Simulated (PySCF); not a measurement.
C3H6BClO, SMILES C=CCB(O)Cl.

The structure is a stationary point at B3LYP-D3(BJ)/def2-SVP. Other conformers were not sampled.

Vertical ionisation energy (IE) and electron affinity (EA) in eV. Rows of orbital energies are one-electron estimates. Where ΔSCF, EOM or ADC give a negative EA the extra electron is unbound and the value depends on the basis.

| level | IE | EA |
|---|---|---|
| −ε(HOMO), −ε(LUMO), PBE0/def2-TZVP (PySCF) | ? | ? |
| −ε(HOMO), −ε(LUMO), PBE/def2-TZVP (PySCF) | 6.27 | 1.26 |

Q: Complete the blanks. (An estimate is asked for; the answer gives what the named calculation found.)

A: 
- −ε(HOMO), −ε(LUMO), PBE0/def2-TZVP (PySCF), IE: 7.42
- −ε(HOMO), −ε(LUMO), PBE0/def2-TZVP (PySCF), EA: 0.26
